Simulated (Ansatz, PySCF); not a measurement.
The pair A = C2H2 (SMILES C#C) (first 4 atoms), B = CH2O2 (SMILES O=CO); geometry from B3LYP-D3(BJ)/def2-TZVP.
(charge 0, multiplicity 1):
```xyz
9

C      0.57985     0.20707    -0.08788
C     -0.17331    -0.55440     0.45032
H      1.24333     0.87422    -0.58317
H     -0.83124    -1.21117     0.97044
O     -0.98883    -0.95810     3.51587
C     -0.29865    -0.09555     3.98787
O      0.51644     0.71297     3.30598
H     -0.25018     0.14123     5.05891
H      0.46324     0.49106     2.35391
```

Frozen-core correlation. Rows in 6-31G* carry no dispersion term and start afresh at each structure (6-31G* with six Cartesian d functions). MP2/6-31G* freezes PySCF's default core.

Codes used: Ansatz (Gaussian orbitals); PySCF for 6-31G* rows. Each number belongs to the level named beside it.

Total energies (hartree), monomers frozen at their geometry in the pair:

```tsv
structure	HF/6-31G*	MP2/6-31G*	MP2/aug-cc-pVDZ
AB	-265.5847063	-266.3167773	-266.4251281
A in the pair's basis	-76.8180197	-77.0676703	-77.0920458
B in the pair's basis	-188.7619520	-189.2436501	-189.3265790
A	-76.8172677	-77.0660615	-77.0907804
B	-188.7604577	-189.2410712	-189.3257162
```

Work out the interaction energy without and with the counterpoise correction, and the superposition error, for each level.


E(AB) − E(A) − E(B), times 627.509 kcal/mol, with the monomers in their own basis and then in the pair's basis:
- HF/6-31G*: -4.38 uncorrected, -2.97 corrected; the monomers gain 1.41 kcal/mol from borrowed functions
- MP2/6-31G*: -6.05 uncorrected, -3.42 corrected; the monomers gain 2.63 kcal/mol from borrowed functions
- MP2/aug-cc-pVDZ: -5.42 uncorrected, -4.08 corrected; the monomers gain 1.34 kcal/mol from borrowed functions

Ansatz is a first-principles code.
